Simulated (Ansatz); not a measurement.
Computed with Ansatz.

`[NH2][Zn][CH2]O`. Total charge 0; spin multiplicity 1. Geometry: relaxed with PBE0-D4/def2-TZVP. It is one conformer, not always the lowest.

```xyz
9

N     1.430   -0.693    1.917
Zn    0.292   -0.200    0.585
C    -1.030    0.311   -0.752
O    -0.343    0.617   -1.963
H     2.062   -0.003    2.297
H     1.932   -1.565    1.829
H    -1.746   -0.510   -0.896
H    -1.607    1.174   -0.391
H    -0.990    0.870   -2.626
```

(1) What is the dipole moment at ωB97M-V/def2-TZVPP? (Estimate.)

(2) And with PBE, r2SCAN, B3LYP? (Estimate.)

(3) Give the Mulliken charges with ωB97M-V, PBE, r2SCAN in def2-TZVPP. (Best estimate.)

Answers

(1) The calculation gave: 0.98 D, with components (-0.86, 0.20, -0.43) D in this frame, pointing from negative to positive charge.

(2) The calculation gave: PBE 0.94 D, r2SCAN 0.98 D, B3LYP 1.01 D.

(3) The calculation gave: 
```json
{"atom": "N1", "ωB97M-V": "-0.43", "PBE": "-0.42", "r2SCAN": "-0.50"}
{"atom": "Zn2", "ωB97M-V": "0.38", "PBE": "0.23", "r2SCAN": "0.33"}
{"atom": "C3", "ωB97M-V": "-0.22", "PBE": "-0.14", "r2SCAN": "-0.08"}
{"atom": "O4", "ωB97M-V": "-0.34", "PBE": "-0.32", "r2SCAN": "-0.37"}
{"atom": "H5", "ωB97M-V": "0.10", "PBE": "0.14", "r2SCAN": "0.14"}
{"atom": "H6", "ωB97M-V": "0.10", "PBE": "0.14", "r2SCAN": "0.14"}
{"atom": "H7", "ωB97M-V": "0.12", "PBE": "0.10", "r2SCAN": "0.07"}
{"atom": "H8", "ωB97M-V": "0.12", "PBE": "0.10", "r2SCAN": "0.07"}
{"atom": "H9", "ωB97M-V": "0.17", "PBE": "0.18", "r2SCAN": "0.19"}
```

B3LYP here is the variant with VWN-RPA as its local correlation; programs differ in this.
